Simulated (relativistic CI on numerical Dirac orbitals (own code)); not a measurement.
Electric-dipole transitions in Lu18+

Computed by Dirac-Coulomb-Breit CI, orbitals from a KLI potential per configuration, a model potential for QED, unscaled Slater integrals (own radial code, finite nucleus).

CI space (outside the closed core [Ar] 3d10 4d10): 4s2.4p6.4f7, 4s2.4p6.4f6.5s, 4s2.4p6.4f5.5s2, 4s2.4p6.4f5.5s.5p, 4s2.4p6.4f6.5p, 4s2.4p6.4f6.6s, 4s2.4p5.4f8, 4s2.4p6.4f6.7s, 4s.4p6.4f8, 4p6.4f9. Levels of other configurations are missing.

```csv
λ vac (Å),Lower,Upper,A (s⁻¹),log gf,S velocity/length
396.02,4s2.4p6.4f7 6P°_7/2 [2],4s2.4p6.4f6.5s 6G_5/2 [390],2.76e+04,-5.41,2.58
397.02,4s2.4p6.4f7 6P°_7/2 [2],4s2.4p6.4f6.5s 4D_7/2 [387],1.46e+04,-5.56,2.67
402.52,4s2.4p6.4f7 6P°_7/2 [2],4s2.4p6.4f6.5s 6G_5/2 [375],4.59e+04,-5.17,2.61
406.99,4s2.4p6.4f7 6I°_17/2 [7],4s2.4p6.4f6.5s 6K_19/2 [398],3.49e+04,-4.76,2.06
417.48,4s2.4p6.4f7 6I°_15/2 [9],4s2.4p6.4f6.5s 6K_17/2 [382],2.93e+04,-4.86,2.37
418.18,4s2.4p6.4f7 6I°_13/2 [10],4s2.4p6.4f6.5s 6K_15/2 [380],3.60e+04,-4.82,2.51
420.27,4s2.4p6.4f7 6I°_11/2 [8],4s2.4p6.4f6.5s 6K_13/2 [376],4.56e+04,-4.77,2.65
421.46,4s2.4p6.4f7 6I°_13/2 [10],4s2.4p6.4f6.5s 6K_13/2 [376],1.12e+04,-5.38,3.34
421.85,4s2.4p6.4f7 6I°_7/2 [5],4s2.4p6.4f6.5s 4G_9/2 [371],2.81e+04,-5.12,2.79
422.88,4s2.4p6.4f7 6I°_9/2 [6],4s2.4p6.4f6.5s 6K_11/2 [374],4.28e+04,-4.86,2.78
424.83,4s2.4p6.4f7 6P°_7/2 [2],4s2.4p6.4f6.5s 6F_5/2 [346],1.46e+04,-5.63,3.31
426.30,4s2.4p6.4f7 6I°_7/2 [5],4s2.4p6.4f6.5s 6I_9/2 [365],2.18e+04,-5.23,2.98
427.09,4s2.4p6.4f7 6I°_17/2 [7],4s2.4p6.4f6.5s 6I_15/2 [367],1.22e+04,-5.27,2.99
429.68,4s2.4p6.4f7 6I°_9/2 [6],4s2.4p6.4f6.5s 6I_11/2 [364],1.26e+04,-5.38,3.09
432.03,4s2.4p6.4f7 6I°_15/2 [9],4s2.4p6.4f6.5s 6H_13/2 [366],1.36e+04,-5.27,2.92
432.25,4s2.4p6.4f7 6I°_11/2 [8],4s2.4p6.4f6.5s 6I_11/2 [364],1.13e+04,-5.42,2.80
434.53,4s2.4p6.4f7 6I°_7/2 [5],4s2.4p6.4f6.5s 6K_9/2 [352],1.28e+04,-5.44,3.32
435.08,4s2.4p6.4f7 6P°_7/2 [2],4s2.4p6.4f6.5s 6D_9/2 [335],9.98e+03,-5.55,1.97
439.43,4s2.4p6.4f7 6I°_13/2 [10],4s2.4p6.4f6.5s 6H_11/2 [356],1.25e+04,-5.36,3.19
448.93,4s2.4p6.4f7 6I°_9/2 [6],4s2.4p6.4f6.5s 6H_7/2 [339],2.08e+04,-5.30,2.59
449.76,4s2.4p6.4f7 6I°_7/2 [5],4s2.4p6.4f6.5s 6H_5/2 [334],2.86e+04,-5.28,2.39
449.83,4s2.4p6.4f7 6I°_15/2 [9],4s2.4p6.4f6.5s 6H_13/2 [345],2.67e+04,-4.94,3.16
449.97,4s2.4p6.4f7 6I°_11/2 [8],4s2.4p6.4f6.5s 6G_9/2 [342],1.37e+04,-5.38,2.79
450.23,4s2.4p6.4f7 6I°_13/2 [10],4s2.4p6.4f6.5s 6G_11/2 [344],1.54e+04,-5.25,2.94
452.12,4s2.4p6.4f7 6I°_17/2 [7],4s2.4p6.4f6.5s 6H_15/2 [337],4.51e+04,-4.66,3.38
453.69,4s2.4p6.4f7 6P°_7/2 [2],4s2.4p6.4f6.5s 6D_7/2 [316],1.00e+04,-5.61,3.11
471.21,4s2.4p6.4f7 6P°_7/2 [2],4s2.4p6.4f6.5s 6D_5/2 [306],1.93e+04,-5.41,3.75
473.33,4s2.4p6.4f7 6G°_7/2 [22],4s2.4p6.4f6.5s 6G_9/2 [391],2.66e+04,-5.05,3.33
475.04,4s2.4p6.4f7 6I°_11/2 [8],4s2.4p6.4f6.5s 6G_9/2 [320],1.23e+04,-5.38,3.14
477.27,4s2.4p6.4f7 6I°_13/2 [10],4s2.4p6.4f6.5s 6G_11/2 [318],1.29e+04,-5.28,3.41
477.85,4s2.4p6.4f7 6P°_5/2 [3],4s2.4p6.4f6.5s 6D_5/2 [306],1.93e+04,-5.40,3.64
478.05,4s2.4p6.4f7 6I°_15/2 [9],4s2.4p6.4f6.5s 6G_13/2 [314],8.45e+03,-5.39,3.72
490.81,4s2.4p6.4f7 6P°_7/2 [2],4s2.4p6.4f6.5s 6F_9/2 [296],1.56e+04,-5.25,3.53
491.09,4s2.4p6.4f7 4N°_19/2 [27],4s2.4p6.4f6.5s 4O_19/2 [384],1.17e+04,-5.07,3.73
497.20,4s2.4p6.4f7 6P°_5/2 [3],4s2.4p6.4f6.5s 6D_3/2 [297],2.86e+04,-5.37,4.07
507.19,4s2.4p6.4f7 6P°_5/2 [3],4s2.4p6.4f6.5s 6F_7/2 [290],1.34e+04,-5.38,3.62
517.35,4s2.4p6.4f7 4N°_17/2 [38],4s2.4p6.4f6.5s 4L_17/2 [372],1.51e+04,-4.96,3.55
522.50,4s2.4p6.4f7 6P°_3/2 [4],4s2.4p6.4f6.5s 6D_1/2 [286],4.38e+04,-5.45,4.41
526.14,4s2.4p6.4f7 4L°_15/2 [36],4s2.4p6.4f6.5s 4L_15/2 [363],2.57e+04,-4.77,3.65
527.47,4s2.4p6.4f7 6D°_9/2 [11],4s2.4p6.4f6.5s 6F_11/2 [301],6.57e+04,-4.48,4.30
531.58,4s2.4p6.4f7 4L°_19/2 [44],4s2.4p6.4f6.5s 4L_19/2 [369],2.05e+04,-4.76,4.02
548.54,4s2.4p6.4f7 6D°_7/2 [12],4s2.4p6.4f6.5s 6F_9/2 [296],3.78e+04,-4.77,4.53
565.38,4s2.4p6.4f7 6D°_5/2 [15],4s2.4p6.4f6.5s 6F_7/2 [290],2.37e+04,-5.04,4.69
601.30,4s2.4p6.4f7 6G°_11/2 [18],4s2.4p6.4f6.5s 6F_9/2 [296],2.09e+04,-4.94,4.99
609.81,4s2.4p6.4f7 6G°_13/2 [23],4s2.4p6.4f6.5s 6F_11/2 [301],2.84e+04,-4.72,4.73
```

Terms are leading LS components. Brackets give the number of a level in order of energy, since labels repeat. The list gives strong lines, with weight on those to low levels, among the lowest 400 of 8722 levels, so that lines to higher ones, which can be the strongest, are missing. Levels whose partners in the same complex of configurations lie outside the list can be far off, and so can their lines. Rates are taken at the computed energies, electric ones in the length gauge. A velocity-to-length ratio far from 1 marks an uncertain rate.

At this charge energies of transitions that change n are usually good to better than 1 %, and those within a shell (Δn = 0) to a few per cent. Terms inside the open d or f shell come out 10 to 20 % too wide with unscaled integrals.

LS names give the leading component of a level, which can be under half, so a name can repeat, a term be missing and a line seem to break the LS rules.
